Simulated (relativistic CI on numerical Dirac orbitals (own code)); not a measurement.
# Ta³⁺: N6,7 absorption edge

Computed with this model: Dirac-Coulomb-Breit CI, orbitals from a KLI potential per configuration, model QED, valence Slater integrals scaled by 0.9, multiplet model of core-to-valence dipole absorption; configurations [Xe] 4f14 5d2 → [Xe] 4f13 5d3; 80 K; Lorentzian 0.45 eV and Gaussian 0.3 eV FWHM. Energies are those of the free ion, without screening or charge transfer. The branching ratio is the share of the lower-energy edge in the whole absorption, uncertain by about 0.02 where the edges overlap. S is read from ⟨S²⟩ = S(S + 1).

Field parameters in Wybourne normalisation: Td as Oh with Dq negative (B⁴₀ = 21Dq, B⁴₄ = √(5/14) B⁴₀). The field is a parameter set, without covalency.

free ion: ground-state S = 0.96, centroid 25.86 eV. Peaks (eV, height): 25.7 (100), 26.7 (91).

Td, 10Dq = -3100 cm⁻¹: ground-state S = 0.98, centroid 25.94 eV. Peaks (eV, height): 25.8 (97), 26.5 (100).

Strongest unbroadened transitions for free ion:

```tsv
Energy (eV)	Relative strength
23.10	9.3
23.58	16.1
24.41	33.1
24.65	10.2
24.83	9.9
24.96	15.4
25.17	23.7
25.28	51.5
25.54	29.4
25.69	20.9
25.73	100.0
26.08	18.1
26.16	48.3
26.29	56.9
26.63	38.9
26.75	39.6
26.81	91.0
27.13	22.8
```
